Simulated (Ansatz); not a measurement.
A nudged elastic band was laid between two geometries of AlH6N3 (10 atoms, charge 0, multiplicity 1).

Method: RKS PBE0-D4/6-31G in Ansatz.

```
movable images  : 5
climbing image  : yes
spring          : 5.0 eV/Å²
optimiser       : quadratic models (default)
start path      : IDPP
force threshold : 0.05 eV/Å
iteration limit : 60
end points      : relaxed
```

Image 0:

```xyz
10
Properties=species:S:1:pos:R:3
N -1.495 0.327 -0.924
Al 0.008 -0.005 0.000
N 0.544 -1.697 0.264
N 0.975 1.355 0.660
H -1.706 1.209 -1.365
H -2.233 -0.347 -1.065
H 1.181 -1.981 0.994
H 0.248 -2.480 -0.298
H 0.614 2.283 0.818
H 1.947 1.284 0.920
```

Image 6:

```xyz
10
Properties=species:S:1:pos:R:3
N -1.490 0.328 -0.929
Al 0.008 -0.005 0.001
N 0.542 -1.698 0.266
N 0.973 1.355 0.664
H -1.697 1.209 -1.374
H -2.229 -0.345 -1.073
H 0.247 -2.480 -0.299
H 1.173 -1.985 0.999
H 0.609 2.282 0.826
H 1.946 1.287 0.921
```

Q: What changes between the two ends?

A: No bond is made or broken. The dihedral N1–Al2–N3–H8 goes from 21 to -159°. The two ends are copies of one structure, up to a mirror image or an exchange of like atoms.

Q: Give the energies along the band, and the barrier.

A: The run converged. The highest image is number 3 of 0 to 6, 0.116 eV above the ends, which have the same energy within 2 meV. A vibrational analysis at the climbing image gives one clearly imaginary mode, 251i cm⁻¹: a first-order saddle point. Limits of this set-up: no polarisation functions.

```json
{"image": "0", "path coordinate (Å)": "0.00", "energy (eV)": "0.000", "dihedral N1–Al2–N3–H8 (°)": "21"}
{"image": "1", "path coordinate (Å)": "0.89", "energy (eV)": "0.016", "dihedral N1–Al2–N3–H8 (°)": "-3"}
{"image": "2", "path coordinate (Å)": "1.78", "energy (eV)": "0.039", "dihedral N1–Al2–N3–H8 (°)": "-46"}
{"image": "3", "path coordinate (Å)": "2.67", "energy (eV)": "0.116", "dihedral N1–Al2–N3–H8 (°)": "-89"}
{"image": "4", "path coordinate (Å)": "3.18", "energy (eV)": "0.091", "dihedral N1–Al2–N3–H8 (°)": "-113"}
{"image": "5", "path coordinate (Å)": "3.68", "energy (eV)": "0.033", "dihedral N1–Al2–N3–H8 (°)": "-136"}
{"image": "6", "path coordinate (Å)": "4.18", "energy (eV)": "0.000", "dihedral N1–Al2–N3–H8 (°)": "-159"}
```

Q: What is the geometry of the highest image?

A: 
```xyz
10
Properties=species:S:1:pos:R:3:forces:R:3
N -0.997 0.489 -1.387 -0.02 0.01 -0.01
Al 0.013 -0.025 0.003 0.00 -0.01 0.01
N 0.526 -1.744 0.212 0.03 0.01 -0.02
N 0.496 1.245 1.174 -0.01 0.01 0.02
H -1.316 1.431 -1.558 0.00 0.00 0.00
H -1.319 -0.151 -2.098 0.01 0.00 0.00
H 1.386 -2.123 -0.155 0.00 0.00 0.00
H -0.003 -2.445 0.707 -0.02 0.00 0.01
H 0.243 2.220 1.113 0.00 0.00 -0.01
H 1.054 1.053 1.992 0.00 -0.01 -0.01
```

Q: What are the harmonic wavenumbers there?

A: 251i, 201, 213, 243, 300, 407, 549, 627, 653, 658, 703, 762, 775, 886, 906, 1629, 1639, 1645, 3632, 3635, 3638, 3747, 3747, 3748 cm⁻¹.

Run time: 3.1 min on 1 thread of Intel(R) Xeon(R) Processor @ 2.50GHz (Skylake/Cascade Lake), on a shared host, peak memory 0.13 GiB.
